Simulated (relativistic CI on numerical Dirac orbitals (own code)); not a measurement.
**Hyperfine structure of Pt XXII, mass number 195**

Computed by Dirac-Coulomb-Breit CI, KLI orbitals optimised for each configuration, a model potential for QED, unscaled Slater integrals (own radial code, finite nucleus).

CI space (outside the closed core [Ar] 3d10): 4s²4p⁶4d¹⁰4f¹¹, 4s²4p⁶4d¹⁰4f¹⁰5s, 4s²4p⁶4d¹⁰4f⁹5s², 4s²4p⁶4d¹⁰4f¹⁰5p, 4s²4p⁶4d⁹4f¹², 4s²4p⁶4d¹⁰4f¹⁰5d, 4s²4p⁶4d⁸4f¹³, 4s²4p⁶4d¹⁰4f¹⁰6s, 4s²4p⁵4d¹⁰4f¹², 4s²4p⁴4d¹⁰4f¹³, 4p⁶4d¹⁰4f¹³, 4s4p⁶4d⁹4f¹³, 4s4p⁶4d¹⁰4f¹¹5s, 4s4p⁶4d¹⁰4f¹¹6s. Levels of other configurations are missing.

Nuclear spin I = 1/2, μ = 0.6073 μN (tables of Stone and Pyykkö). The electronic factors are computed for point nuclear moments, without core polarisation or the Bohr-Weisskopf and QED corrections.

```json
{"Level": "4s²4p⁶4d¹⁰4f¹¹ ⁴I°15/2", "E (cm⁻¹)": "0.0", "A (MHz)": "2890"}
{"Level": "4s²4p⁶4d¹⁰4f¹¹ ⁴I°13/2", "E (cm⁻¹)": "24951.7", "A (MHz)": "3330"}
{"Level": "4s²4p⁶4d¹⁰4f¹¹ ⁴F°7/2", "E (cm⁻¹)": "54926.8", "A (MHz)": "2957"}
{"Level": "4s²4p⁶4d¹⁰4f¹¹ ⁴F°5/2", "E (cm⁻¹)": "55792.3", "A (MHz)": "2949"}
{"Level": "4s²4p⁶4d¹⁰4f¹¹ ²K°15/2", "E (cm⁻¹)": "66360.0", "A (MHz)": "3404"}
```

Levels with J = 0, under 50 % of one LS term, or S terms without an open s electron are left out. Small factors come from cancelling terms and can be off by tens of per cent or more.

At this charge transitions that keep the count of f electrons are usually good to a few per cent. Terms inside the open d or f shell come out 10 to 20 % too wide with unscaled integrals. Levels that differ in their count of f electrons can be misplaced by several ten thousand cm⁻¹, since the correlation energy of f electrons is missing or only estimated; rates across such gaps can be off by orders of magnitude.

Question: Give the hyperfine levels of 4s²4p⁶4d¹⁰4f¹¹ ⁴I°15/2 relative to its centre of gravity.

Answer: With K = F(F + 1) − I(I + 1) − J(J + 1), E = AK/2: F = 7: -12280, F = 8: 10840 MHz.

LS names give the leading component of a level, which can be under half, so a name can repeat, a term be missing and a line seem to break the LS rules.
